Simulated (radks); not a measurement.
Ionisation of neutral dysprosium, [Xe] 4f10 6s2, to [Xe] 4f10 6s1 as the strength of local exchange is varied. Method: scalar-relativistic Kohn-Sham, Slater X-alpha exchange (alpha = 2/3 is LDA exchange), no correlation, spin-unpolarised, spherical densities, finite nucleus; Fermi nuclear charge, rms radius 5.2218 fm; computed with a radial shooting solver on a logarithmic mesh with Libxc functionals.

alpha  E(Dy) (hartree)  exchange (hartree)  IE (eV)  -e of the level emptied (eV)  <r> of it (bohr)
0.568      -12104.8156           -210.8886    5.140                    2.685 (6s)             4.285
0.636      -12130.1926           -236.6860    5.440                    2.949 (6s)             4.210
0.658      -12138.4153           -245.0563    5.541                    3.039 (6s)             4.185
0.667      -12141.7810           -248.4839    5.583                    3.077 (6s)             4.174
0.823      -12200.2811           -308.2098    6.344                    3.772 (6s)             4.000
0.946      -12246.6213           -355.7184    6.988                    4.370 (6s)             3.871

NIST Atomic Spectra Database: 5.939 eV (measured). The Delta-SCF value meets it near alpha = 0.74. Spin polarisation and multiplet splitting are left out, so open shells lie too high by an amount that depends on their filling. Spin-orbit splitting is averaged out at the scalar-relativistic level.

Beside tabulated values, note that spin-unpolarised runs miss the spin-polarisation part of the exchange energy of open shells.
